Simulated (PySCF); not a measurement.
Job file and geometry (Å, from GFN2-xTB) of an NMR shielding run on `C[C@@H]1[SiH2]C=C1C#CCN`, C7H11NSi, PySCF 2.14.0, density-fitted response routines, GIAO PBE0/pcSseg-1 NMR shielding, non-relativistic, gas phase; density fitting, a coarse starting grid and PySCF grid level 2 are the driver's defaults:

```
$ OMP_NUM_THREADS=1 python probes_run.py task.json out

{"job": {"kind": "nmr", "xc": "PBE0", "basis": "pcSseg-1"}, "charge": 0, "multiplicity": 1}
C     -2.145571    -0.689133    -1.106133
C     -1.881869    -0.320971     0.345700
Si    -2.759859     1.244888     1.073045
C     -0.914753     1.608829     1.072899
C     -0.569248     0.413899     0.550706
C      0.692194    -0.099828     0.230564
C      1.741697    -0.617631    -0.066160
C      3.083397    -1.077146    -0.390919
N      4.106601    -0.040322    -0.305186
H     -1.394147    -1.390927    -1.468920
H     -2.113053     0.198822    -1.735388
H     -3.125975    -1.149672    -1.212751
H     -1.928095    -1.226973     0.955785
H     -3.429801     1.073877     2.361615
H     -3.601835     1.976062     0.127124
H     -0.244252     2.405750     1.354846
H      3.093010    -1.476747    -1.411874
H      3.364989    -1.886089     0.293619
H      4.140009     0.340003     0.635559
H      3.881412     0.723987    -0.934436
```

Question: Write the output of this run.

Answer: 
```
coarse grid: 17112 points
cycle   1  E = -616.8094345728  dE =  1.217e+00  |g| = 5.188e-01  |ddm| = 4.403e+00
cycle   2  E = -616.7865723989  dE =  2.286e-02  |g| = 6.006e-01  |ddm| = 1.294e+00
cycle   3  E = -616.8735690133  dE = -8.700e-02  |g| = 1.453e-01  |ddm| = 8.028e-01
cycle   4  E = -616.8780706807  dE = -4.502e-03  |g| = 6.681e-02  |ddm| = 2.027e-01
cycle   5  E = -616.8791183090  dE = -1.048e-03  |g| = 1.647e-02  |ddm| = 7.752e-02
cycle   6  E = -616.8791781577  dE = -5.985e-05  |g| = 5.400e-03  |ddm| = 2.335e-02
cycle   7  E = -616.8791851953  dE = -7.038e-06  |g| = 1.980e-03  |ddm| = 1.061e-02
final grid: 160472 points
cycle   8  E = -616.9315777758  dE = -3.177e-05  |g| = 9.459e-03  |ddm| = 7.960e-02
cycle   9  E = -616.9315564924  dE =  2.128e-05  |g| = 1.311e-02  |ddm| = 2.831e-02
cycle  10  E = -616.9315997719  dE = -4.328e-05  |g| = 2.154e-03  |ddm| = 1.775e-02
cycle  11  E = -616.9316008768  dE = -1.105e-06  |g| = 4.476e-04  |ddm| = 2.525e-03
cycle  12  E = -616.9316009151  dE = -3.831e-08  |g| = 2.049e-04  |ddm| = 5.272e-04
cycle  13  E = -616.9316009243  dE = -9.180e-09  |g| = 7.361e-05  |ddm| = 2.460e-04
cycle  14  E = -616.9316009257  dE = -1.357e-09  |g| = 1.874e-05  |ddm| = 1.099e-04
cycle  15  E = -616.9316009257  dE = -9.481e-11  |g| = 3.204e-06  |ddm| = 3.089e-05
converged SCF energy = -616.9316009257

GIAO shielding tensors (ppm)
atom      isotropic    diamagn.    paramagn.     s11        s22        s33       span
  0 C      167.240     246.433     -79.192    155.211    162.995    183.516     28.305
  1 C      151.139     248.837     -97.698    137.267    144.569    171.581     34.313
  2 Si     389.438     882.048    -492.610    349.971    391.465    426.879     76.908
  3 C       42.918     252.994    -210.076    -66.321     38.823    156.252    222.573
  4 C       26.734     266.314    -239.579    -85.601     27.182    138.622    224.223
  5 C      100.021     247.697    -147.676     18.407     20.813    260.843    242.436
  6 C       78.545     268.942    -190.397      3.214     17.818    214.603    211.389
  7 C      150.127     248.039     -97.913    128.381    151.607    170.392     42.011
  8 N      220.348     319.546     -99.198    200.766    217.279    242.999     42.234
  9 H       29.897      30.987      -1.090     25.344     28.930     35.418     10.074
 10 H       30.786      30.815      -0.029     27.532     29.091     35.733      8.201
 11 H       30.448      28.478       1.970     26.255     27.811     37.277     11.022
 12 H       29.392      31.628      -2.237     26.431     28.347     33.397      6.966
 13 H       26.869      29.796      -2.927     23.976     24.794     31.836      7.860
 14 H       27.220      29.995      -2.776     24.283     25.688     31.689      7.406
 15 H       25.427      33.841      -8.413     23.240     24.846     28.196      4.956
 16 H       27.901      29.472      -1.570     22.218     28.082     33.403     11.185
 17 H       27.929      28.885      -0.955     22.309     27.903     33.576     11.267
 18 H       30.771      32.921      -2.150     25.093     28.564     38.657     13.564
 19 H       30.759      33.443      -2.684     25.041     28.753     38.482     13.442
```

Question: Turn these shieldings into chemical shifts. Scale: TMS for 13C (186.93 ppm), 29Si (349.16 ppm), 1H (31.72 ppm); 15N (267.73 ppm) vs NH3 (reference shieldings calculated alike).

Answer: Averaging equivalent atoms: C 4: 160.2; C 3: 144.0; C 6: 108.4; C 5: 86.9; C 7: 36.8; C 1: 35.8; C 0: 19.7; Si 2: -40.3; N 8: 47.4; H 15: 6.29; H 13: 4.85; H 14: 4.50; H 16: 3.82; H 17: 3.79; H 12: 2.33; H 9/10/11: 1.34; H 18/19: 0.95 ppm. Experimental scales use liquid or dissolved standards, which lie at an offset from isolated NH3 (liquid NH3: subtract about 20 ppm).

Size and cost of the density-fitted run: 215 basis functions, 95 s wall time on 1 thread of an Arm Neoverse N1, shared host; peak memory 1.1 GiB.
